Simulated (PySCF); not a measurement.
Record of a relaxation.

Compound: C4H7FSi.
SMILES with atom numbers: `[F:1]/[CH:2]=[C:3]1\[CH2:4][CH2:5][SiH2:6]1` (hydrogens: H7 on C2; H8, H9 on C4; H10, H11 on C5; H12, H13 on Si6)

Method: PBE0-D3(BJ)/def2-SVP geometry optimisation, gas phase in PySCF; density fitting, grid level 1; the optimiser is geomeTRIC in internal coordinates, started from a GFN2-xTB structure with every atom displaced at random (about 0.01 Å). 7 of its 9 geometries are shown. The frame can shift and turn from step to step; on so coarse a grid that alone can change the energy by a few meV, and forces under 0.02 eV/Å are noise.

Step 0: E = -14836.7003 eV, largest atomic force 1.769 eV/Å
```
atom  x, y, z in Å  |  force x, y, z in eV/Å
F1      2.808   -0.065   -1.071   -1.389   0.959   0.531
C2      1.783    0.779   -0.675    1.244  -0.910  -0.459
C3      0.609    0.334   -0.246    1.166   0.794  -0.236
C4      0.190   -1.088   -0.091   -1.641   0.422   0.179
C5     -1.261   -0.817    0.456    0.489   0.061   0.883
Si6    -0.987    1.091    0.399    0.286  -1.236  -0.447
H7      2.087    1.819   -0.759    0.080   0.225  -0.065
H8      0.162   -1.613   -1.047    0.131  -0.305  -0.283
H9      0.781   -1.653    0.619    0.480  -0.313   0.267
H10    -2.047   -1.203   -0.165   -0.682  -0.301  -0.612
H11    -1.421   -1.239    1.465   -0.004   0.093  -0.080
H12    -0.897    1.790    1.688   -0.042   0.309   0.367
H13    -1.801    1.846   -0.584   -0.118   0.202  -0.045
```

Step 1: E = -14836.7958 eV, largest atomic force 0.802 eV/Å
```
atom  x, y, z in Å  |  force x, y, z in eV/Å
F1      2.518   -0.219   -1.424    0.647  -0.020   0.077
C2      1.819    0.716   -0.781   -0.641  -0.054  -0.479
C3      0.654    0.371   -0.243    0.110   0.157   0.445
C4      0.123   -1.050   -0.114   -0.242   0.139  -0.067
C5     -1.270   -0.782    0.534   -0.139  -0.014  -0.041
Si6    -0.892    1.091    0.539    0.062  -0.239  -0.168
H7      2.244    1.722   -0.877    0.015  -0.084   0.049
H8      0.050   -1.559   -1.090    0.032  -0.066   0.029
H9      0.768   -1.664    0.536    0.046  -0.021  -0.078
H10    -2.115   -1.118   -0.090    0.068   0.147   0.055
H11    -1.398   -1.241    1.523    0.039  -0.028   0.060
H12    -0.765    1.786    1.854   -0.018   0.032   0.062
H13    -1.733    1.928   -0.375    0.021   0.052   0.056
```

Step 3: E = -14836.8530 eV, largest atomic force 0.503 eV/Å
```
atom  x, y, z in Å  |  force x, y, z in eV/Å
F1      2.698   -0.147   -1.292   -0.061   0.118  -0.162
C2      1.797    0.729   -0.836    0.134  -0.280   0.396
C3      0.657    0.328   -0.283   -0.246   0.099  -0.079
C4      0.085   -1.080   -0.130    0.167   0.025   0.043
C5     -1.286   -0.778    0.552    0.024  -0.042   0.067
Si6    -0.864    1.073    0.519   -0.013   0.096  -0.151
H7      2.151    1.764   -0.900   -0.044  -0.026  -0.078
H8     -0.024   -1.598   -1.097    0.032   0.013  -0.004
H9      0.737   -1.709    0.498   -0.003  -0.066  -0.014
H10    -2.156   -1.081   -0.046   -0.001   0.019  -0.033
H11    -1.396   -1.229    1.549    0.028   0.011  -0.023
H12    -0.695    1.774    1.830    0.021  -0.004  -0.005
H13    -1.703    1.934   -0.372   -0.039   0.037   0.043
```

Step 4: E = -14836.8636 eV, largest atomic force 0.102 eV/Å
```
atom  x, y, z in Å  |  force x, y, z in eV/Å
F1      2.664   -0.153   -1.342    0.032   0.011   0.056
C2      1.805    0.717   -0.807   -0.007   0.015  -0.101
C3      0.655    0.333   -0.266   -0.025  -0.045   0.023
C4      0.095   -1.078   -0.122    0.010   0.050   0.031
C5     -1.282   -0.778    0.547   -0.012  -0.039   0.016
Si6    -0.872    1.080    0.518    0.006   0.002  -0.035
H7      2.155    1.751   -0.893    0.011  -0.009   0.012
H8      0.002   -1.592   -1.094   -0.006  -0.003  -0.008
H9      0.742   -1.710    0.509   -0.006  -0.010  -0.016
H10    -2.147   -1.081   -0.060    0.001   0.004  -0.011
H11    -1.396   -1.230    1.543   -0.004   0.011   0.004
H12    -0.708    1.780    1.830    0.003   0.001   0.004
H13    -1.713    1.943   -0.371   -0.003   0.012   0.025
```

Step 5: E = -14836.8651 eV, largest atomic force 0.045 eV/Å
```
atom  x, y, z in Å  |  force x, y, z in eV/Å
F1      2.680   -0.152   -1.323   -0.014  -0.001   0.016
C2      1.804    0.716   -0.812    0.022   0.014   0.005
C3      0.655    0.330   -0.270   -0.017  -0.028  -0.030
C4      0.093   -1.079   -0.124    0.018   0.021   0.035
C5     -1.283   -0.777    0.547   -0.001  -0.019   0.011
Si6    -0.871    1.080    0.515   -0.004   0.002  -0.037
H7      2.151    1.751   -0.897    0.001   0.002   0.002
H8     -0.003   -1.593   -1.094   -0.004   0.003  -0.004
H9      0.739   -1.713    0.506   -0.003  -0.012  -0.009
H10    -2.150   -1.080   -0.059    0.005   0.001  -0.009
H11    -1.397   -1.227    1.544   -0.004   0.009   0.002
H12    -0.702    1.780    1.827    0.009  -0.003   0.001
H13    -1.714    1.947   -0.368   -0.006   0.011   0.017
```

Step 7: E = -14836.8659 eV, largest atomic force 0.038 eV/Å
```
atom  x, y, z in Å  |  force x, y, z in eV/Å
F1      2.694   -0.158   -1.292    0.002  -0.003  -0.010
C2      1.809    0.713   -0.805    0.003  -0.008   0.037
C3      0.653    0.328   -0.276   -0.004   0.021  -0.030
C4      0.091   -1.080   -0.123    0.001  -0.019   0.003
C5     -1.287   -0.775    0.542    0.005   0.014  -0.002
Si6    -0.873    1.083    0.502   -0.007  -0.001   0.006
H7      2.155    1.747   -0.892   -0.002   0.001  -0.003
H8     -0.006   -1.595   -1.094   -0.003   0.003   0.001
H9      0.735   -1.718    0.506    0.003   0.004   0.001
H10    -2.151   -1.080   -0.067    0.003  -0.006   0.000
H11    -1.405   -1.218    1.542   -0.005   0.001   0.000
H12    -0.693    1.778    1.816    0.004  -0.004   0.000
H13    -1.719    1.958   -0.368    0.000  -0.001  -0.004
```

Step 8: E = -14836.8661 eV, largest atomic force 0.025 eV/Å
```
atom  x, y, z in Å  |  force x, y, z in eV/Å
F1      2.699   -0.160   -1.281    0.003  -0.001  -0.004
C2      1.811    0.711   -0.799    0.000  -0.004   0.019
C3      0.652    0.328   -0.278    0.000   0.017  -0.018
C4      0.090   -1.080   -0.123   -0.005  -0.017  -0.005
C5     -1.289   -0.775    0.539    0.004   0.012  -0.003
Si6    -0.875    1.083    0.497   -0.002  -0.001   0.013
H7      2.158    1.746   -0.887    0.000  -0.001  -0.001
H8     -0.006   -1.596   -1.093   -0.001   0.001   0.002
H9      0.734   -1.717    0.507    0.003   0.005   0.003
H10    -2.151   -1.081   -0.072    0.000  -0.004   0.002
H11    -1.409   -1.215    1.539   -0.002  -0.002  -0.001
H12    -0.693    1.776    1.812    0.000  -0.002   0.000
H13    -1.721    1.962   -0.370    0.001  -0.004  -0.007
```

**Question.** Summarise the path.

**Answer.** The energy falls by 3.82 kcal/mol from step 0 to step 8; nine tenths of that is first reached at step 3. It rises by more than 0.2 meV at step 2. The largest force goes from 1.769 to 0.025 eV/Å. Among the bonds F1–C2 changes most, from 1.385 to 1.334 Å; the atoms move by 0.035 Å rms after alignment.

**Question.** Follow the three bonds and two angles with the largest change from start to end.

**Answer.** 
| step | E above end (kcal/mol) | largest force (eV/Å) | F1–C2 (Å) | C3–C4 (Å) | Si6–H12 (Å) | C4–C3–Si6 (°) | H12–Si6–H13 (°) |
| --- | --- | --- | --- | --- | --- | --- | --- |
| 0 | 3.82 | 1.769 | 1.385 | 1.490 | 1.469 | 96.3 | 111.9 |
| 1 | 1.62 | 0.802 | 1.332 | 1.523 | 1.492 | 92.0 | 109.0 |
| 2 | 2.31 | 1.395 | 1.338 | 1.525 | 1.495 | 91.4 | 108.7 |
| 3 | 0.30 | 0.503 | 1.337 | 1.528 | 1.497 | 91.1 | 108.4 |
| 4 | 0.06 | 0.102 | 1.335 | 1.525 | 1.496 | 91.7 | 108.2 |
| 5 | 0.02 | 0.045 | 1.335 | 1.524 | 1.497 | 91.7 | 108.1 |
| 6 | 0.01 | 0.041 | 1.334 | 1.524 | 1.497 | 91.7 | 107.9 |
| 7 | 0.00 | 0.038 | 1.334 | 1.523 | 1.497 | 91.7 | 107.8 |
| 8 | 0.00 | 0.025 | 1.334 | 1.523 | 1.497 | 91.7 | 107.8 |

What follows is the cost of the whole optimisation. Hardware: an Arm Neoverse V1 with one thread, on a shared host. Cost: 56 s wall, 0.52 GiB resident at most.
